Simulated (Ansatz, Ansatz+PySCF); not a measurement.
```xyz
7

Pt    0.0000    0.0000    0.0000
F     0.0000    0.0000    1.8500
F     0.0000    0.0000   -1.8500
F     1.8500    0.0000    0.0000
F    -1.8500    0.0000    0.0000
F     0.0000    1.8500    0.0000
F     0.0000   -1.8500    0.0000
```

Basis set: def2-SVP on F; def2-TZVPP on Pt (spherical functions, with the set's core potentials past Kr). Charge 0, multiplicity 1.

Computed with Ansatz (development build ahead of 0.2.0); each method stands on the lowest determinant of its kind that the runs found. Restricted functionals stand beside restricted open-shell atoms, which can lie above the unrestricted atoms usual in DFT and then raise those values.

(1) Give the atomization energy at this shape (free ground-state atoms in the same class of orbitals less the molecule, no zero-point energy) of singlet PtF6 by ωB97X (unrestricted), PBE0 (unrestricted), PBE0 (restricted), UHF, RHF.

Answers

(1)

```csv
method,atomization energy
ωB97X (unrestricted),396.41 kcal/mol
PBE0 (unrestricted),398.10 kcal/mol
PBE0 (restricted),389.67 kcal/mol
UHF,90.33 kcal/mol
RHF,53.67 kcal/mol
```

Caution: another spin multiplicity may lie lower. Caution for ωB97X (unrestricted), PBE0 (unrestricted), UHF: the unrestricted determinant is a mixture of spin states. Caution for PBE0 (restricted), RHF: an unrestricted determinant lies well below.

The shape needn't be a minimum at these levels.
